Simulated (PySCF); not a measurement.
[Bi(SH)4]+ at several levels of theory

Computed with PySCF 2.14.0 (density fitting, no spin-orbit coupling) at the geometry relaxed with TPSS:

```xyz
9
[Bi(SH)4]+ (singlet)
Bi    0.0000    0.0000    0.0000
S     1.4696    1.5838    1.3060
H     2.4437    0.6464    1.4783
S    -1.4696   -1.5838    1.3060
H    -2.4437   -0.6464    1.4783
S     1.5838   -1.4695   -1.3060
H     0.6466   -2.4437   -1.4782
S    -1.5838    1.4695   -1.3060
H    -0.6466    2.4437   -1.4782
```

```json
{"level": "TPSS", "basis": "Bi def2-SVP with ECP60, S def2-SVP, H def2-SVP", "state": "singlet", "HOMO (eV)": "-11.31", "gap (eV)": "1.46", "charge on Bi1 (e)": "0.72", "dipole about the centre of mass (D)": "0.00", "largest force component (eV/Å)": "0.01"}
{"level": "TPSS", "basis": "Bi def2-TZVP with ECP60, S def2-TZVP, H def2-TZVP", "state": "singlet", "HOMO (eV)": "-11.28", "gap (eV)": "1.52", "charge on Bi1 (e)": "0.86", "dipole about the centre of mass (D)": "0.00", "largest force component (eV/Å)": "0.34"}
{"level": "TPSS", "basis": "Bi x2c-SVPall, S x2c-SVPall, H x2c-SVPall", "state": "singlet", "HOMO (eV)": "-11.30", "gap (eV)": "1.44", "charge on Bi1 (e)": "0.69", "dipole about the centre of mass (D)": "0.00", "largest force component (eV/Å)": "0.06"}
```

Charges are Mulliken's, which hang on the basis. The relaxation used the grid (50, 194), these runs (75, 302) or, all-electron (x2c bases, spin-free X2C Hamiltonian), (99, 590).

Problem. Order these levels, in the first row's basis, by the HOMO–LUMO gap they give here, smallest first.
A. revPBE
B. TPSSh
C. M06-L
D. PBE0

Solution. A (1.32 eV), C (1.54 eV), B (2.19 eV), D (3.19 eV).

Problem. And their other results?

Solution. 
```csv
level,state,HOMO (eV),gap (eV),charge on Bi1 (e),dipole about the centre of mass (D),largest force component (eV/Å)
revPBE,singlet,-11.10,1.32,0.69,0.00,0.19
TPSSh,singlet,-11.81,2.19,0.74,0.00,0.18
M06-L,singlet,-11.49,1.54,0.97,0.00,0.25
PBE0,singlet,-12.42,3.19,0.72,0.00,0.34
```

In the first row's basis the gap widens with exact exchange: 1.3 to 1.5 eV for revPBE, TPSS, M06-L (none); 2.2 to 3.2 eV for TPSSh, PBE0 (a fixed share).

No frequency check is given that shows the relaxed geometry to be a minimum.
